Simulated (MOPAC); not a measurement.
Input file for MOPAC: AM1 on CH4OSn (SMILES C[O][SnH]), a point of a torsion scan.

```
AM1 1SCF PRECISE CHARGE=0 THREADS=1
CH4OSn

C     -0.98816781 1    -0.23658049 1     0.02641240 1
O      0.03645742 1     0.70472673 1    -0.16709165 1
Sn     1.95524298 1     1.22813716 1    -0.04236618 1
H     -0.79949212 1    -1.13966747 1    -0.55639564 1
H     -1.93319365 1     0.20634435 1    -0.29776754 1
H     -1.06676157 1    -0.51327958 1     1.07900588 1
H      2.82049939 1    -0.31152073 1     0.71173037 1
```

Program output:

```
*******************************************************************************
 **                                                                           **
 **                              MOPAC v23.2.5                                **
 **                                                                           **
 *******************************************************************************
 ** MOPAC's Digital Object Identifier: https://doi.org/10.5281/zenodo.6511958 **
 **                                                                           **
 ** Please cite the open-source release paper for use of this MOPAC version:  **
 ** J. E. Moussa and J. J. P. Stewart (2026)                                  **
 ** MOPAC: An open-source semiempirical molecular orbital program             **
 ** J. Open Source Softw., 11(119), 8025, https://doi.org/10.21105/joss.08025 **
 *******************************************************************************

                              AM1 CALCULATION RESULTS

 *******************************************************************************
 *  AM1        - The AM1 Hamiltonian to be used
 *
 *
 *
 *                 CHARGE ON SYSTEM = 0
 *
 *
 *
 *  PRECISE    - TIGHTER CRITERIA TO BE USED
 *  1SCF       - DO 1 SCF AND THEN STOP
 *  THREADS=1  - MULTI-THREADING NOT USED
 *  T=         - A TIME OF 172800.0 SECONDS REQUESTED
 *  DUMP=N     - RESTART FILE WRITTEN EVERY 7200.0 SECONDS REQUESTED
 *******************************************************************************
AM1 1SCF PRECISE CHARGE=0 THREADS=1
 CH4OSn

   ATOM   CHEMICAL          X               Y               Z
  NUMBER   SYMBOL      (ANGSTROMS)     (ANGSTROMS)     (ANGSTROMS)

     1       C         -0.98816781  *  -0.23658049  *   0.02641240  *
     2       O          0.03645742  *   0.70472673  *  -0.16709165  *
     3      Sn          1.95524298  *   1.22813716  *  -0.04236618  *
     4       H         -0.79949212  *  -1.13966747  *  -0.55639564  *
     5       H         -1.93319365  *   0.20634435  *  -0.29776754  *
     6       H         -1.06676157  *  -0.51327958  *   1.07900588  *
     7       H          2.82049939  *  -0.31152073  *   0.71173037  *



          CARTESIAN COORDINATES

    NO.       ATOM           X           Y           Z

     1         C         -0.9882     -0.2366      0.0264
     2         O          0.0365      0.7047     -0.1671
     3        Sn          1.9552      1.2281     -0.0424
     4         H         -0.7995     -1.1397     -0.5564
     5         H         -1.9332      0.2063     -0.2978
     6         H         -1.0668     -0.5133      1.0790
     7         H          2.8205     -0.3115      0.7117

  H: (AM1): M.J.S. DEWAR ET AL, J. AM. CHEM. SOC. 107 3902-3909 (1985)
  C: (AM1): M.J.S. DEWAR ET AL, J. AM. CHEM. SOC. 107 3902-3909 (1985)
  O: (AM1): M.J.S. DEWAR ET AL, J. AM. CHEM. SOC. 107 3902-3909 (1985)
 Sn: (AM1): J. J. P. STEWART, J. MOL. MOD., 10, 155-164 (2004)

           Empirical Formula: C H4 O Sn  =     7 atoms



      MOLECULAR POINT GROUP   :   Cs


      RHF CALCULATION, NO. OF DOUBLY OCCUPIED LEVELS = 9


 -------------------------------------------------------------------------------
 AM1 1SCF PRECISE CHARGE=0 THREADS=1
 CH4OSn



     1SCF WAS SPECIFIED, SO BFGS WAS NOT USED
     SCF FIELD WAS ACHIEVED


                              AM1 CALCULATION
                                                       MOPAC v23.2.5 Linux




          FINAL HEAT OF FORMATION =        -12.94580 KCAL/MOL =     -54.16524 KJ/MOL


          COSMO AREA              =        116.42 SQUARE ANGSTROMS
          COSMO VOLUME            =        104.20 CUBIC ANGSTROMS

          IONIZATION POTENTIAL    =          7.664069 EV
          HOMO LUMO ENERGIES (EV) =         -7.664 -0.509
          NO. OF FILLED LEVELS    =          9
          MOLECULAR WEIGHT        =        150.7320         POINT GROUP:  Cs

          MOLECULAR DIMENSIONS (Angstroms)

            Atom       Atom       Distance
            H     7    H     5     4.88721
           Sn     3    H     6     2.65623
            H     4   Sn     3     1.66869


          SCF CALCULATIONS        =          1





   ATOM   CHEMICAL          X               Y               Z
  NUMBER   SYMBOL      (ANGSTROMS)     (ANGSTROMS)     (ANGSTROMS)

     1       C         -0.98816781  *  -0.23658049  *   0.02641240  *
     2       O          0.03645742  *   0.70472673  *  -0.16709165  *
     3      Sn          1.95524298  *   1.22813716  *  -0.04236618  *
     4       H         -0.79949212  *  -1.13966747  *  -0.55639564  *
     5       H         -1.93319365  *   0.20634435  *  -0.29776754  *
     6       H         -1.06676157  *  -0.51327958  *   1.07900588  *
     7       H          2.82049939  *  -0.31152073  *   0.71173037  *

                             CARTESIAN COORDINATES

   1    C       -0.988167810    -0.236580490     0.026412400
   2    O        0.036457420     0.704726730    -0.167091650
   3   Sn        1.955242980     1.228137160    -0.042366180
   4    H       -0.799492120    -1.139667470    -0.556395640
   5    H       -1.933193650     0.206344350    -0.297767540
   6    H       -1.066761570    -0.513279580     1.079005880
   7    H        2.820499390    -0.311520730     0.711730370


           Empirical Formula: C H4 O Sn  =     7 atoms



      MOLECULAR POINT GROUP   :   Cs


                  EIGENVALUES
 -35.96238 -26.29384 -16.30701 -14.61208 -14.60018 -12.74950 -10.06847  -9.91330
  -7.66407  -0.50892   0.76614   2.68601   5.15701   5.16891   5.40844   6.59940


              NET ATOMIC CHARGES AND DIPOLE CONTRIBUTIONS

  ATOM NO.   TYPE          CHARGE      No. of ELECS.   s-Pop       p-Pop
    1          C           0.036499        3.9635     1.20871     2.75479
    2          O          -0.711960        6.7120     1.83096     4.88100
    3         Sn           1.025805        2.9742     1.92071     1.05348
    4          H           0.025480        0.9745     0.97452
    5          H           0.047153        0.9528     0.95285
    6          H           0.025215        0.9748     0.97479
    7          H          -0.448192        1.4482     1.44819
 DIPOLE           X         Y         Z       TOTAL
 POINT-CHG.     2.599     4.116    -1.170     5.006
 HYBRID        -1.506    -3.032     0.932     3.511
 SUM            1.094     1.084    -0.238     1.558


          ATOMIC ORBITAL ELECTRON POPULATIONS

     Atom    s        px        py        pz
    1  C   1.20871   0.89803   0.89486   0.96190
    2  O   1.83096   1.48033   1.58617   1.81450
    3 Sn   1.92071   0.27939   0.54584   0.22825
    4  H   0.97452
    5  H   0.95285
    6  H   0.97479
    7  H   1.44819

 **********************
 *                    *
 * JOB ENDED NORMALLY *
 *                    *
 **********************




 == MOPAC DONE ==
```

The run finished.

Cost: very roughly 0.03 core-seconds.
